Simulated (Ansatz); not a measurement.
Consider the ligand exchange at a Ge–N bond: `C[N]([SiH2]Cl)[GeH2][Cl]` + `O[SiH2]F` → `F[SiH2][O][GeH2][Cl]` + `CN[SiH2]Cl`.

Program: Ansatz. Geometries: PBE0-D4/def2-TZVP. ΔE: electronic, gas phase. CCSD(T)/CBS adds triple-zeta CCSD(T) − MP2 to the extrapolated MP2 energy (def2 sets, frozen cores). Functionals use def2-TZVPP. B3LYP here is the variant with VWN-RPA as its local correlation; programs differ in this. For Ge outer-core shells are correlated without core-valence functions, which leaves a few kJ/mol of doubt a bond. Scalar relativity is left out up to krypton. Each species was taken in one conformer, which may not be the lowest.

CCSD(T)/CBS gives -0.24 eV.

Q: Another level gave -0.25 eV. Which?
A. HF/def2-TZVPP
B. CCSD(T)/def2-TZVPP
C. PBE/def2-TZVPP
D. B3LYP/def2-TZVPP

A: B. CCSD(T)/def2-TZVPP -0.25, PBE -0.30, HF/def2-TZVPP -0.50, B3LYP -0.39 eV.

Largest T1 diagnostic among the species: 0.011.

In def2-TZVPP, CCSD(T) changes the Hartree–Fock value by +0.25 eV (the triples alone add +0.04 eV) and MP2 by +0.29 eV. The D4 term adds +0.08 eV with B3LYP and +0.04 eV with PBE0; it sums over pairs of atoms, weighted by their polarisabilities, and B3LYP, whose exchange is more repulsive, gets the larger term.
